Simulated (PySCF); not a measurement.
Molfile (atoms numbered from 1):
```
C4H11NSi
     RDKit          3D

 17 17  0  0  0  0  0  0  0  0999 V2000
    3.0260    0.0556   -0.0777 C   0  0  0  0  0  0  0  0  0  0  0  0
    1.6628    0.4488    0.1741 N   0  0  0  0  0  0  0  0  0  0  0  0
    0.3514   -0.6560    0.0908 Si  0  0  0  0  0  4  0  0  0  0  0  0
   -1.1637    0.3271    0.6009 C   0  0  0  0  0  0  0  0  0  0  0  0
   -2.2530    0.6199   -0.3915 C   0  0  0  0  0  0  0  0  0  0  0  0
   -2.4815   -0.3848    0.6864 C   0  0  0  0  0  0  0  0  0  0  0  0
    3.1645   -0.9615    0.2806 H   0  0  0  0  0  0  0  0  0  0  0  0
    3.2831    0.0780   -1.1429 H   0  0  0  0  0  0  0  0  0  0  0  0
    3.7154    0.7126    0.4566 H   0  0  0  0  0  0  0  0  0  0  0  0
    1.4985    1.4110   -0.0827 H   0  0  0  0  0  0  0  0  0  0  0  0
    0.1119   -1.2754   -1.2282 H   0  0  0  0  0  0  0  0  0  0  0  0
    0.6604   -1.7240    1.0501 H   0  0  0  0  0  0  0  0  0  0  0  0
   -1.0083    1.0928    1.3517 H   0  0  0  0  0  0  0  0  0  0  0  0
   -2.7683    1.5678   -0.3273 H   0  0  0  0  0  0  0  0  0  0  0  0
   -2.1367    0.2617   -1.4037 H   0  0  0  0  0  0  0  0  0  0  0  0
   -2.5118   -1.4282    0.4108 H   0  0  0  0  0  0  0  0  0  0  0  0
   -3.1578   -0.1332    1.4905 H   0  0  0  0  0  0  0  0  0  0  0  0
  1  2  1  0
  2  3  1  0
  3  4  1  0
  4  5  1  0
  5  6  1  0
  6  4  1  0
  1  7  1  0
  1  8  1  0
  1  9  1  0
  2 10  1  0
  3 11  1  0
  3 12  1  0
  4 13  1  0
  5 14  1  0
  5 15  1  0
  6 16  1  0
  6 17  1  0
M  END
```

Geometry: GFN2-xTB; GIAO absolute shieldings from PySCF, gas phase, non-relativistic, averaged over equivalent atoms.

At HCTH407/pcSseg-1 (164 basis functions, 32 s wall time on 1 thread of an Intel Xeon, shared host):
| atoms | σ (ppm) |
| --- | --- |
| C1 | 150.0 |
| C5/C6 | 179.5 |
| C4 | 188.2 |
| N2 | 243.0 |
| Si3 | 368.1 |
| H11/H12 | 27.11 |
| H7/H8/H9 | 28.76 |
| H14/H17 | 31.03 |
| H15/H16 | 31.54 |
| H10 | 31.86 |
| H13 | 31.93 |

Question: Predict the values at PBE0/pcSseg-1 on the same geometry.

Answer: 
```json
{"atoms": "C1", "σ at PBE0/pcSseg-1": "154.2", "change": "+4.2"}
{"atoms": "C5/C6", "σ at PBE0/pcSseg-1": "183.7", "change": "+4.2"}
{"atoms": "C4", "σ at PBE0/pcSseg-1": "193.1", "change": "+4.9"}
{"atoms": "N2", "σ at PBE0/pcSseg-1": "252.6", "change": "+9.6"}
{"atoms": "Si3", "σ at PBE0/pcSseg-1": "368.5", "change": "+0.4"}
{"atoms": "H11/H12", "σ at PBE0/pcSseg-1": "27.18", "change": "+0.07"}
{"atoms": "H7/H8/H9", "σ at PBE0/pcSseg-1": "28.89", "change": "+0.13"}
{"atoms": "H14/H17", "σ at PBE0/pcSseg-1": "31.09", "change": "+0.06"}
{"atoms": "H15/H16", "σ at PBE0/pcSseg-1": "31.60", "change": "+0.06"}
{"atoms": "H10", "σ at PBE0/pcSseg-1": "31.93", "change": "+0.07"}
{"atoms": "H13", "σ at PBE0/pcSseg-1": "32.04", "change": "+0.11"}
```

The largest change is at N2 (nitrogen bonded to C, Si, H). Cost: 164 basis functions, 33 s wall time on 1 thread of an Intel Xeon, shared host. The order of the carbon signals is the same at both levels.
